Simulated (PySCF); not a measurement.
Structure problem from calculated spectra and properties.

Formula: C4H12BNO2Si.

| Item | Value |
| --- | --- |
| Polarisability | 100.2 au [wB97X-D/def2-SVPD] |
| 1H NMR | chemical shifts (computed TMS as zero) by class: 4.16 (3 H), 3.64 (2 H), 2.72 (1 H), 2.56 (1 H), 2.49 (1 H), 2.19 (1 H), 1.90 (1 H), 1.55 (1 H), 0.70 (1 H) ppm [GIAO HF/pcSseg-1] |
| Dipole | 1.11 D [wB97X-D/def2-SVPD] |
| Triplet | lowest triplet excitation (Tamm–Dancoff): 5.62 eV [TDA wB97X-D/def2-SVPD] |
| 13C NMR | chemical shifts (computed TMS as zero) by class: 46.4 (1 C), 44.6 (1 C), 25.3 (1 C), 22.7 (1 C) ppm [GIAO HF/pcSseg-1] |
| UV, strongest line | among the 10 lowest singlet transitions: S3 at 6.71 eV (185 nm, f = 0.048) [TDDFT wB97X-D/def2-SVPD] |
| UV, first state | lowest singlet excitation: 5.77 eV (215 nm, f = 0.000) [TDDFT wB97X-D/def2-SVPD] |
| Rotational structure | rotational constants A, B, C: 2.979, 0.711, 0.612 GHz [PBE0-D3(BJ)/def2-SVP] |

Gas-phase values; electronic properties from PySCF, density fitting. Levels stand in brackets. One conformer (not necessarily the lowest) at the PBE0-D3(BJ)/def2-SVP geometry, without solvent, vibrations or thermal averaging. NMR values are class means; diastereotopic atoms form classes of their own.

Question: What is the compound? Reason from the data.

Answer: Numbering: `[OH:1][B:2]([OH:3])[C@@H:4]1[CH2:5][CH2:6][N:7]([SiH3:8])[CH2:9]1`. 4 carbons fall into 4 classes; from least to most shielded: ring sp3 carbon bound to nitrogen [C9] (46.4 ppm), ring sp3 carbon bound to nitrogen [C6] (44.6 ppm), ring CH2 carbon [C5] (25.3 ppm), ring sp3 carbon bound to boron [C4] (22.7 ppm). Hydrogen classes from least to most shielded: 3 H on an SiH3 silicon, Si8 (4.16 ppm), 2 H on 2 boron-bound oxygens, O1/O3 (3.64 ppm), 1 H on an sp3 carbon bound to nitrogen, C6 (2.72 ppm), 1 H on an sp3 carbon bound to nitrogen, C6 (2.56 ppm), 1 H on an sp3 carbon bound to nitrogen, C9 (2.49 ppm), 1 H on an sp3 carbon bound to nitrogen, C9 (2.19 ppm), 1 H on a ring CH2 carbon, C5 (1.90 ppm), 1 H on a ring CH2 carbon, C5 (1.55 ppm), 1 H on an sp3 carbon bound to boron, C4 (0.70 ppm). The optimised geometry has point group C1 and is an asymmetric top. Structure: `OB(O)[C@@H]1CCN([SiH3])C1`. The assignments are read from this structure; whether some other isomer fits the data as well wasn't checked. The mirror image fits equally.
